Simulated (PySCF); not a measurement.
## MgI⁻: frontier orbitals

PBE0 at R = 2.987 Å; basis Mg def2-SVPD, I def2-SVPD with ECP28; scalar-relativistic core potentials; PySCF 2.14. State: ¹Σ⁺ (singlet), closed shell. Only the outer orbitals are listed, counted within each symmetry, core potentials removing the inner ones.

```tsv
orbital	occ.	ε (eV)	on Mg (%)	main shells (%)
7σ	2	-13.40	1	99 I s
8σ	2	-3.40	22	78 I p, 19 Mg s
4π	2	-2.49	2	98 I p
4π	2	-2.49	2	98 I p
9σ	2	-0.46	91	81 Mg s, 9 Mg p, 9 I p
5π	0	2.82	108	108 Mg p
5π	0	2.82	108	108 Mg p
```

Q: Which are the highest filled and the lowest empty level, where do they sit, and how wide is the gap?

A: Highest filled 9σ at -0.46 eV (in %: 81 Mg s, 9 Mg p, 9 I p); lowest empty 5π at 2.82 eV (in %: 108 Mg p); the gap at PBE0 is 3.28 eV. An empty level above zero is unbound, and its energy depends on the basis.

- bond order (Mayer): 0.33
- ⟨S²⟩: 0.000
- charge on Mg (Mulliken, basis-dependent): -0.37
- charge on Mg (Löwdin, basis-dependent): -0.35
- dipole moment (positive dipole points towards I; it is taken about the centre of mass and depends on that origin): 5.27 D
- polarisability along the bond: 218.2 bohr³
- polarisability across the bond: 145.8 bohr³

Shares are Mulliken populations and can fall outside 0 to 100 %.

Spin–orbit coupling is left out.
